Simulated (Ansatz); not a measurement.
`[AlH2][O]C[SiH2]S` at its PBE0-D4/def2-TZVP geometry, where that method's forces vanish. Charge 0, multiplicity 1.

```tsv
atom	x (Å)	y (Å)	z (Å)
Al1	-0.510	0.645	-2.288
O2	-0.722	0.131	-0.688
C3	-0.365	0.698	0.553
Si4	0.867	-0.456	1.399
S5	-0.021	-2.381	1.639
H6	0.163	2.056	-2.538
H7	-1.013	-0.354	-3.397
H8	0.076	1.700	0.439
H9	-1.260	0.811	1.177
H10	2.087	-0.518	0.547
H11	1.239	0.014	2.759
H12	-0.541	-2.346	0.398
```

(1) For each bond, give half the difference of the two atoms' forces along it (eV/Å; positive pushes the atoms apart) under PBE-D4, r2SCAN-D4, B3LYP-D4, ωB97M-V in def2-TZVPP. (Estimate.)

Answers

(1) The calculation gave: 
```json
{"bond": "Al1–O2", "length (Å)": "1.694", "PBE-D4": "0.23", "r2SCAN-D4": "-0.03", "B3LYP-D4": "0.00", "ωB97M-V": "0.04"}
{"bond": "Al1–H6", "length (Å)": "1.583", "PBE-D4": "-0.02", "r2SCAN-D4": "-0.04", "B3LYP-D4": "-0.07", "ωB97M-V": "-0.12"}
{"bond": "Al1–H7", "length (Å)": "1.576", "PBE-D4": "-0.02", "r2SCAN-D4": "-0.04", "B3LYP-D4": "-0.11", "ωB97M-V": "-0.15"}
{"bond": "O2–C3", "length (Å)": "1.410", "PBE-D4": "0.22", "r2SCAN-D4": "0.32", "B3LYP-D4": "0.33", "ωB97M-V": "0.32"}
{"bond": "C3–Si4", "length (Å)": "1.888", "PBE-D4": "-0.01", "r2SCAN-D4": "-0.03", "B3LYP-D4": "0.03", "ωB97M-V": "-0.04"}
{"bond": "C3–H8", "length (Å)": "1.100", "PBE-D4": "0.07", "r2SCAN-D4": "-0.06", "B3LYP-D4": "-0.11", "ωB97M-V": "-0.11"}
{"bond": "C3–H9", "length (Å)": "1.096", "PBE-D4": "0.09", "r2SCAN-D4": "-0.06", "B3LYP-D4": "-0.13", "ωB97M-V": "-0.12"}
{"bond": "Si4–S5", "length (Å)": "2.134", "PBE-D4": "0.12", "r2SCAN-D4": "0.04", "B3LYP-D4": "0.18", "ωB97M-V": "0.08"}
{"bond": "Si4–H10", "length (Å)": "1.489", "PBE-D4": "0.06", "r2SCAN-D4": "-0.02", "B3LYP-D4": "-0.12", "ωB97M-V": "-0.13"}
{"bond": "Si4–H11", "length (Å)": "1.486", "PBE-D4": "0.06", "r2SCAN-D4": "-0.03", "B3LYP-D4": "-0.13", "ωB97M-V": "-0.12"}
{"bond": "S5–H12", "length (Å)": "1.346", "PBE-D4": "0.27", "r2SCAN-D4": "0.01", "B3LYP-D4": "-0.03", "ωB97M-V": "-0.09"}
```

B3LYP here is the variant with VWN-RPA as its local correlation; programs differ in this.

All numbers were calculated with Ansatz.
